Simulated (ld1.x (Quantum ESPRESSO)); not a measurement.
Before and after: PAW potential for B

ld1.x (Quantum ESPRESSO) 7.5 input, shortened:

```
&input
   title='B', zed=5., rel=0, dft='PZ', iswitch=3,
   config='[He] 2s2 2p1'
 /
 &inputp
   pseudotype=3, lpaw=.true., tm=.true., lloc=-2, rcloc=2.10,
   nlcc=.true., new_core_ps=.true., rcore=1.45,
   which_augfun='PSQ', rmatch_augfun_nc=.true.
 /
4
2S  1  0   2.00   0.00  1.20  1.40  0.0
2S  1  0   0.00  -0.30  1.20  1.40  0.0
2P  2  1   1.00   0.00  3.45  3.85  0.0
2P  2  1   0.00   0.45  3.45  3.85  0.0
 &test
   configts(1)='2s2 2p1'
 /
```

Change: functional PBE.

Cutoffs: the cutoffs (Ry, on a coarse ladder) from which the occupation-weighted sum of valence levels, in a spherical-Bessel basis at the reference potential, stays within 10 and 1 mRy of its value at 400 Ry; they do not see the model core or the augmentation charge, which bear on the density cutoff. Errors are all-electron minus pseudo energies relative to the spin-unpolarised reference configuration.

Task: Predict the effect on cutoff, ghosts and configuration errors.

Result: The potential gets harder (8 Ry and 18 Ry → 10 Ry and 18 Ry); the number of tests with a reliable result goes from 9 to 7; of the 7 tests that both files solve, the error grows in 3 and shrinks in 3 by more than 15 % and 0.3 meV (median size 2.5 → 3.4 meV); neither file shows a bound ghost.

```tsv
quantity	base	changed
cutoff, loose	8 Ry	10 Ry
cutoff, tight	18 Ry	18 Ry
bound ghosts	none	none
error for 2s2 2p0, meV [ΔE 8.33 → 8.22 eV]	+3.5	-3.4
error for 2s1 2p0, meV [ΔE 33.63 → 33.64 eV]	-28	-14
error for 2s2 2p0.5, meV [ΔE 2.94 → 2.89 eV]	+0.4	-1.0
error for 2s2 2p1.3, meV [ΔE -0.77 → -0.74 eV]	+0.6	+0.2
error for 2s0 2p3, meV [ΔE 11.39 → 11.71 eV]	-2.5	-4.8
error for 2s1 2p2, meV [ΔE 5.68 → 5.84 eV]	+14	+1.1
error for 2s1 2p1, meV [ΔE 14.28 → 14.36 eV]	-2.4	-6.5
s: phases at 4.20 bohr within 0.05 rad from the reference energy up to (Ry; the scan ends near 5)	to the end of the scan	to the end of the scan
p: phases at 4.20 bohr within 0.05 rad from the reference energy up to (Ry; the scan ends near 5)	1.4	1.3
lowest overlap eigenvalue by channel	s 0.60, p 0.22	s 0.61, p 0.21
```
